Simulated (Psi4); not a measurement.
# How methods differ on CrHClO3 (SMILES [O]=[Cr](=[O])([OH])[Cl])

CrHClO3: 6 atoms, total charge 0, spin state singlet. SMILES: `[O]=[Cr](=[O])([OH])[Cl]`. Geometry: optimised at PBE0/def2-TZVP. This is one conformer, not always the lowest.

```xyz
6

O     0.1287   -1.7905   -0.3931
Cr    0.3042   -0.2988   -0.0543
O     1.2208   -0.1377    1.1745
O    -1.2503    0.3934    0.2623
Cl    1.2075    0.6894   -1.6981
H    -1.2715    1.0923    0.9280
```

Each level gives the HOMO–LUMO gap (eV). The values are calculated.

```json
{"level": "PBE-D4/def2-TZVPP (density fitting)", "kind": "GGA", "program": "Psi4", "value (eV)": "2.93", "CPU time": "85 s"}
{"level": "r2SCAN-D4/def2-TZVPP (density fitting)", "kind": "meta-GGA", "program": "Psi4", "value (eV)": "3.19", "CPU time": "4.3 min"}
{"level": "B3LYP-D4/def2-TZVPP (density fitting)", "kind": "global hybrid", "program": "Psi4", "value (eV)": "4.62", "CPU time": "71 s"}
{"level": "PBE0-D4/def2-TZVPP (density fitting)", "kind": "global hybrid", "program": "Psi4", "value (eV)": "5.13", "CPU time": "80 s"}
{"level": "wB97M-V/def2-TZVPP (density fitting)", "kind": "range-separated hybrid", "program": "Psi4", "value (eV)": "9.58", "CPU time": "3.9 min"}
```

The values span 2.93 to 9.58 eV. Orbital gaps aren't excitation energies; they tend to grow with the share of exact exchange. Times are those of the runs behind each value, whatever else they computed, on shared processors of several kinds: orders of magnitude only.
